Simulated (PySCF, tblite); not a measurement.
Species: C5H7O4 (charge -1).
Numbering: `[CH2:1]=[CH:2][C@@H:3]([O:4][CH3:5])[O:6][C:7](=[O:8])[O-:9]` (hydrogens: H10, H11 on C1; H12 on C2; H13 on C3; H14, H15, H16 on C5)

Structure optimised with GFN2-xTB, isolated species.

Problem. Give the optimised bond lengths and angles.

Solution. 
```tsv
bond	length (pm)	order
C1=C2	131.9	double
C2–C3	150.4	single
C3–O4	143.4	single
O4–C5	140.4	single
C3–O6	136.4	single
O6–C7	151.1	single
C7=O8	121.7	double
C7–O9	121.1	single
C1–H10	107.9	single
C1–H11	107.7	single
C2–H12	108.2	single
C3–H13	111.8	single
C5–H14, C5–H15, C5–H16	109.4	single
```

Bonds in one row agree within 1 pm and their mean is given. Orders are formal, as drawn. A selection of angles:
```tsv
angle	degrees
C1–C2–C3	123.7
C2–C3–O4	106.0
C2–C3–O6	113.3
O4–C3–O6	112.9
C3–O4–C5	112.4
C3–O6–C7	116.9
O6–C7–O8	115.1
O6–C7–O9	110.9
O8–C7–O9	134.1
```

Dihedral angles: C1–C2–C3–O4 -141° (anticlinal); C2–C3–O4–C5 -179° (antiperiplanar); C2–C3–O6–C7 131° (anticlinal); C3–O6–C7–O8 -3° (synperiplanar).

The C–C distances run from 1.319 Å (C1=C2, drawn double) to 1.504 Å (C2–C3, drawn single), a spread of 0.185 Å. O4 (ether oxygen) is bent (angle 112.4°). C1 (terminal =CH2 carbon) is planar (angles 122.4°, 120.0° and 117.6°, sum 360.0°, 0.00 Å off the plane of its three neighbours). Of the pairs four or more bonds apart, O8···H13 is among the closest relative to their van der Waals radii: 2.08 Å, 77 % of the sum of Bondi's values. The C–O distances run from 1.211 Å (C7–O9, drawn single in one of several resonance forms) to 1.511 Å (O6–C7, drawn single), a spread of 0.300 Å. C2 (alkene CH carbon) is planar (angles 123.7°, 122.6° and 113.7°, sum 360.0°, 0.00 Å off the plane of its three neighbours). C7 (carbonate carbon) is planar (angles 134.1°, 115.1° and 110.9°, sum 360.0°, 0.00 Å off the plane of its three neighbours).

Point group: C1 (no symmetry element, even within 0.4 Å). Its GFN2-xTB frequencies are all real (lowest 51 cm⁻¹).

One conformer stands for the species.

All values are computed, not measured.
